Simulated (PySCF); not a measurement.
Molecule: SMILES C[SiH2]N([SiH3])[SiH3], CH₁₁NSi₃.

Cartesian coordinates in Å; atom numbers follow the order of the lines, from 1:
```xyz
16

C    -2.230   -0.775    0.262
Si   -1.051    0.622   -0.221
N     0.587    0.256    0.265
Si    1.110   -1.407    0.360
Si    1.720    1.578    0.364
H    -3.249   -0.521   -0.015
H    -1.973   -1.704   -0.236
H    -2.215   -0.957    1.332
H    -1.442    1.861    0.461
H    -1.088    0.825   -1.678
H     0.799   -2.093   -0.899
H     0.414   -2.058    1.474
H     2.552   -1.417    0.589
H     2.844    1.139    1.188
H     2.177    1.953   -0.979
H     1.037    2.709    0.989
```

Frames of a GFN2-xTB Langevin trajectory at 600 K; GIAO PBE0/pcSseg-1 shieldings in PySCF 2.14.0 with density-fitted response routines, gas phase, non-relativistic; equivalent atoms averaged within each frame.

δ = σ(ref) − σ, references computed at the same level: ¹³C (σref 186.93), ²⁹Si (σref 349.16), ¹H (σref 31.72) vs TMS; ¹⁵N (σref 267.73) vs NH3. The references are static minima.

**Question.** How do the shifts (ppm) fluctuate along the trajectory?

**Answer.** 
```
         time (fs)    C1    Si2  Si4/Si5     N3  H11/H12/H13/H14/H15/H16  H9/H10  H6/H7/H8
optimised geometry  -3.6  -24.9    -46.9  -10.2                     4.78    4.99      0.45
               250  -1.3  -27.7    -44.3  -12.6                     5.20    5.10      1.61
               425   5.0   -4.3    -42.0   11.6                     5.73    5.62      1.06
               625  12.7  -22.6    -49.1   -9.8                     5.22    5.49      2.44
               800  -2.0    2.8    -44.0   12.5                     5.23    5.66      0.29
              1000   6.8  -20.9    -55.3  -15.3                     4.75    5.13      1.92
    mean of frames   4.2  -14.5    -46.9   -2.7                     5.23    5.40      1.46
standard deviation   6.1   13.1      5.3   13.6                     0.35    0.27      0.83
```

5 frames give an uncertainty of the mean of about the standard deviation over 2.2 at best, since frames this close in time may not be independent; classical motion lacks zero-point vibration, and the reference would need the same averaging.
